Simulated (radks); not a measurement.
Trend from Lu to Hg: ionisation energy by Delta-SCF between NIST ground configurations, and size. Calculated with a radial shooting solver on a logarithmic mesh with Libxc functionals: Dirac Kohn-Sham, PBE, spin-unpolarised, spherical densities, point nucleus; open shells are shared between the two j in proportion to 2j + 1.

species,configuration,configuration of the ion,IE (eV),NIST (eV),kind,outermost,<r> outermost (bohr),r at 0.001 e/bohr^3 (bohr)
Lu,[Xe] 4f14 5d1 6s2,[Xe] 4f14 6s2,5.258,5.426,exp.,6s1/2,3.65,5.06
Hf,[Xe] 4f14 5d2 6s2,[Xe] 4f14 5d1 6s2,6.500,6.825,exp.,6s1/2,3.45,4.99
Ta,[Xe] 4f14 5d3 6s2,[Xe] 4f14 5d3 6s1,8.472,7.550,exp.,6s1/2,3.30,4.89
W,[Xe] 4f14 5d4 6s2,[Xe] 4f14 5d4 6s1,8.889,7.864,exp.,6s1/2,3.18,4.79
Re,[Xe] 4f14 5d5 6s2,[Xe] 4f14 5d5 6s1,9.255,7.834,exp.,6s1/2,3.07,4.70
Os,[Xe] 4f14 5d6 6s2,[Xe] 4f14 5d6 6s1,9.585,8.438,exp.,6s1/2,2.98,4.61
Ir,[Xe] 4f14 5d7 6s2,[Xe] 4f14 5d7 6s1,9.889,8.967,exp.,6s1/2,2.90,4.53
Pt,[Xe] 4f14 5d9 6s1,[Xe] 4f14 5d9,9.211,8.959,exp.,6s1/2,2.93,4.36
Au,[Xe] 4f14 5d10 6s1,[Xe] 4f14 5d10,9.427,9.226,exp.,6s1/2,2.87,4.28
Hg,[Hg],[Xe] 4f14 5d10 6s1,10.701,10.438,exp.,6s1/2,2.70,4.31

Reference values: NIST Atomic Spectra Database (exp. = measured, semi-emp. = semi-empirical, theory = theoretical value adopted there). Spin polarisation and multiplet splitting are left out, so open shells lie too high by an amount that depends on their filling. Sharing an open shell by 2j + 1 raises it above the true ground level by a part of the spin-orbit splitting, which enters the differences from NIST.

Beside tabulated values, note that spin-unpolarised runs miss the spin-polarisation part of the exchange energy of open shells.
